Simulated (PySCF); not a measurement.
Run record: geometry optimisation, In(SiH3)3, `[SiH3][In]([SiH3])[SiH3]`.

Computed with PBE0-D3(BJ)/def2-SVP geometry optimisation, gas phase, def2 core potentials past Kr (PySCF 2.14.0). Start geometry: GFN2-xTB. The input is one job of a driver script: a line of settings, then coordinates in Å.

Input:
```
{"job": {"xc": "PBE0", "basis": "def2-SVP", "d3": "d3bj", "grid": 1, "maxiter": 30, "shake": 0.03, "kind": "geom"}, "charge": 0, "multiplicity": 1}
In     0.052330    -0.073640     0.010120
Si     2.619380    -0.014330    -0.024260
H      3.167700     1.345630     0.035040
H      3.307100    -0.606580    -1.249380
H      3.211350    -0.776120     1.082330
Si    -1.336030     2.313740    -0.004810
H     -0.853330     3.208530     1.079540
H     -2.737510     2.161570     0.172090
H     -1.166950     3.077460    -1.198790
Si    -1.325460    -2.304110     0.044410
H     -0.451020    -3.480680    -0.060610
H     -2.262420    -2.428630    -1.082340
H     -2.194530    -2.474970     1.218850
```

Output:
```
step   0  E = -1063.35219873  max force = 0.031813
step   1  E = -1063.36341563  max force = 0.004901
step   2  E = -1063.36380756  max force = 0.001992
step   3  E = -1063.36394753  max force = 0.000698
step   4  E = -1063.36396318  max force = 0.000569
step   5  E = -1063.36397929  max force = 0.000183
step   6  E = -1063.36398149  max force = 0.000162
optimisation converged
```

Energies in Eh; «max force» is the largest Cartesian gradient component in Eh/bohr.

**Question.** How much energy does the optimisation release, in kJ/mol?

**Answer.** E(step 0) − E(last step) = 0.011783 Eh, which is 30.9 kJ/mol.

**Question.** Give the first gradient maximum in eV/Å.

**Answer.** With 1 Eh/bohr = 51.422 eV/Å, 1.636 eV/Å.

Summary of the converged run: final energy -1063.36398 Eh after 6 steps; dipole 0.04 D.

**Question.** Give the final coordinates.

**Answer.** 0.113 Å rms from the input after alignment:
```
atom  x, y, z in Å
In1   -0.0009   -0.0124    0.0125
Si2    2.5926    0.0130   -0.0279
H3     3.1791    1.3884    0.0446
H4     3.0894   -0.6266   -1.2899
H5     3.1446   -0.7810    1.1176
Si6   -1.2976    2.2360    0.0182
H7    -0.8098    3.1230    1.1235
H8    -2.7784    2.0816    0.1724
H9    -1.0475    2.9582   -1.2721
Si10  -1.2895   -2.2644    0.0249
H11   -0.4040   -3.4688   -0.0520
H12   -2.2443   -2.3237   -1.1292
H13   -2.1030   -2.3752    1.2796
```

Hardware: one thread of an AMD EPYC 7B13, no GPU, shared host with 128 logical CPUs at a one-minute load of 33. Cost: 47 s, 0.51 GiB resident at most.
Labels such as C1 count atoms from 1, the log's own numbers from 0.
